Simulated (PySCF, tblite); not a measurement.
Species: C3H7ClOSi.
Atom-mapped SMILES: `[OH:1][SiH2:2][CH2:3]/[CH:4]=[CH:5]/[Cl:6]` (hydrogens: H7 on O1; H8, H9 on Si2; H10, H11 on C3; H12 on C4; H13 on C5)

Cartesian coordinates in Å at the GFN2-xTB level; atoms count from 1:
```
atom  x, y, z in Å
O1    -1.6320    1.4451   -0.1835
Si2   -1.6917   -0.1709   -0.2957
C3    -0.1133   -0.9362    0.4864
C4     1.0936   -0.4140   -0.1987
C5     1.8480    0.5551    0.2942
Cl6    3.2077    1.2090   -0.5515
H7    -0.8472    1.9438   -0.3973
H8    -2.8701   -0.5080    0.4879
H9    -1.7717   -0.6012   -1.6930
H10   -0.1466   -2.0198    0.4012
H11   -0.0799   -0.6843    1.5458
H12    1.3166   -0.8287   -1.1716
H13    1.6822    1.0105    1.2580
```

Computed, not measured: CAM-B3LYP/def2-SVPD in PySCF (dipole) on a GFN2-xTB geometry, gas phase.

Take the most abundant isotopes and a rigid rotor. The values belong to one conformer with, in the numbering `[OH:1][SiH2:2][CH2:3]/[CH:4]=[CH:5]/[Cl:6]`, H–O1–Si2–C3 45°, O1–Si2–C3–C4 -58°, Si2–C3–C4–C5 100°.

Task: What are A, B and C (MHz)?

Result: Ia = 95.85, Ib = 551.26, Ic = 611.85 u·Å²; 505379 MHz·u·Å²/I gives A = 5273, B = 916.8, C = 826.0 MHz.

Task: Classify the top.

Result: A near-prolate asymmetric top; Ray's κ = -0.959.

Task: Is it planar, by Δ = Ic − Ia − Ib?

Result: Not planar: Δ = Ic − Ia − Ib = -35.26 u·Å². For a rigid frame Δ = −2 Σ m c², so Σ m c² = 17.63 u·Å² lies off the ab plane: 9.20 from hydrogen and 8.43 from heavier atoms. The atom farthest from that plane is 1.71 Å away.

Task: Give the other two planar moments, Paa and Pbb, and the rms extents of the mass along the axes.

Result: Paa = Σ m a² = (Ib + Ic − Ia)/2 = 533.63 and Pbb = Σ m b² = (Ia + Ic − Ib)/2 = 78.22 u·Å². With the mass M = 122.00 u, the rms extents √(P/M) along a, b and c are 2.09, 0.80, 0.38 Å.

Task: Predict some low-J microwave lines.

Result: The dipole components are |μa| = 0.52 D, |μb| = 1.20 D, |μc| = 0.10 D. Intensities carry the squares of the components, which stand as 0.19 : 1.00 : 0.01 (a : b : c). Some lines, for components of 0.1 D or more:

```tsv
type	branch	J(Ka,Kc)	MHz	lower level (cm⁻¹)
a	Q	3(1,2) ← 3(1,3)	545	0.486
b	R	3(0,3) ← 2(1,2)	956	0.317
a	R	1(0,1) ← 0(0,0)	1743	0.000
a	R	2(0,2) ← 1(0,1)	3484	0.058
a	R	2(1,1) ← 1(1,0)	3576	0.206
b	Q	1(1,0) ← 1(0,1)	4447	0.058
b	Q	2(1,1) ← 2(0,2)	4539	0.174
b	Q	3(1,2) ← 3(0,3)	4680	0.349
a	R	3(1,3) ← 2(1,2)	5091	0.317
a	R	3(0,3) ← 2(0,2)	5223	0.174
a	R	3(2,2) ← 2(2,1)	5228	0.762
a	R	3(1,2) ← 2(1,1)	5364	0.326
b	R	1(1,1) ← 0(0,0)	6099	0.000
b	R	3(1,3) ← 2(0,2)	9358	0.174
b	Q	3(2,1) ← 3(1,2)	12939	0.505
b	Q	2(2,0) ← 2(1,1)	13069	0.326
b	Q	2(2,1) ← 2(1,2)	13340	0.317
b	Q	3(2,2) ← 3(1,3)	13477	0.486
b	R	2(2,0) ← 1(1,1)	16736	0.203
b	R	3(2,2) ← 2(1,1)	18296	0.326
b	R	3(2,1) ← 2(1,2)	18575	0.317
b	Q	3(3,0) ← 3(2,1)	22000	0.936
b	Q	3(3,1) ← 3(2,2)	22007	0.936
b	R	3(3,1) ← 2(2,0)	27234	0.762
b	R	3(3,0) ← 2(2,1)	27236	0.762
```

Task: Estimate the classical rotational partition function at 25 K, 298.15 K and 500 K.

Result: Point group C1, symmetry number σ = 1; q = (√π/σ)·√((kT/h)³/(ABC)), k/h = 20836.6 MHz/K: 10500 at 25 K, 434000 at 298.15 K, 943000 at 500 K.

Its GFN2-xTB frequencies are all real (lowest 40 cm⁻¹). Zero-point vibration and centrifugal distortion are left out. Quadrupole hyperfine structure (35Cl) is left out.

Hardware: Arm Neoverse N1, one thread (shared host). Cost: 52 s of wall time, 0.85 GiB resident at most. This is the CAM-B3LYP/def2-SVPD job that gave the dipole, with the excitations it also computed.
